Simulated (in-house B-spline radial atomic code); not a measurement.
Radial electron density of the iron ion Fe³⁺, [Ne] 3s2 3p5 3d5 4p1. Computed with a B-spline radial code for spherical atoms: scalar-relativistic (X2C) LDA exchange-only, spin-polarised, spherical fractional occupations, Fermi nucleus of rms radius 3.7377 fm.

One-electron X2C: radii and densities carry no picture-change correction, so inner-shell <1/r> comes out high (for 1s by about 2 % at Z = 33, 5 % at 54, 10 % at 75, 30 % at 118) and <r> low.

Columns: r (bohr), 4πr²n(r) (electrons per bohr), bar.

```
 0.00207   0.7502 #
 0.00252    1.061 #
 0.00308    1.505 ##
 0.00375    2.109 ###
 0.00457    2.938 ####
 0.00557     4.06 #####
  0.0068    5.566 #######
 0.00828    7.502 ##########
  0.0101    9.979 #############
  0.0123    12.99 #################
   0.015    16.54 #####################
  0.0183    20.47 ##########################
  0.0223    24.43 ###############################
  0.0272    27.97 ####################################
  0.0331    30.44 #######################################
  0.0404    31.34 ########################################
  0.0492     30.4 #######################################
    0.06    28.03 ####################################
  0.0732    25.41 ################################
  0.0892    24.21 ###############################
   0.109    25.69 #################################
   0.133    29.57 ######################################
   0.162    33.57 ###########################################
   0.197    34.57 ############################################
    0.24     30.7 #######################################
   0.293    23.13 #############################
   0.357    16.06 ####################
   0.435    13.05 #################
    0.53    14.08 ##################
   0.646    15.76 ####################
   0.788    14.83 ###################
   0.961    11.06 ##############
    1.17    6.605 ########
    1.43    3.256 ####
    1.74    1.574 ##
    2.12   0.8833 #
    2.59   0.5417 #
    3.15   0.2859 
    3.84   0.1055 
    4.68  0.02443 
    5.71 0.003179 
    6.96 0.0002134 
    8.49 6.351e-06
```

On this grid the curve has 3 maxima, near 0.0404, 0.197, 0.646 bohr.

The 3p up radial function P(r) = rR(r), positive near the nucleus:

```json
{"r (bohr)": "0.00252", "P": "0.001533"}
{"r (bohr)": "0.00375", "P": "0.003198"}
{"r (bohr)": "0.00557", "P": "0.006654"}
{"r (bohr)": "0.00828", "P": "0.01379"}
{"r (bohr)": "0.0123", "P": "0.02823"}
{"r (bohr)": "0.0183", "P": "0.05673"}
{"r (bohr)": "0.0272", "P": "0.11"}
{"r (bohr)": "0.0404", "P": "0.2023"}
{"r (bohr)": "0.06", "P": "0.3434"}
{"r (bohr)": "0.0892", "P": "0.5152"}
{"r (bohr)": "0.133", "P": "0.6307"}
{"r (bohr)": "0.197", "P": "0.5177"}
{"r (bohr)": "0.293", "P": "0.02694"}
{"r (bohr)": "0.435", "P": "-0.705"}
{"r (bohr)": "0.646", "P": "-1.172"}
{"r (bohr)": "0.961", "P": "-0.9929"}
{"r (bohr)": "1.43", "P": "-0.4628"}
{"r (bohr)": "2.12", "P": "-0.1075"}
{"r (bohr)": "3.15", "P": "-0.009373"}
```
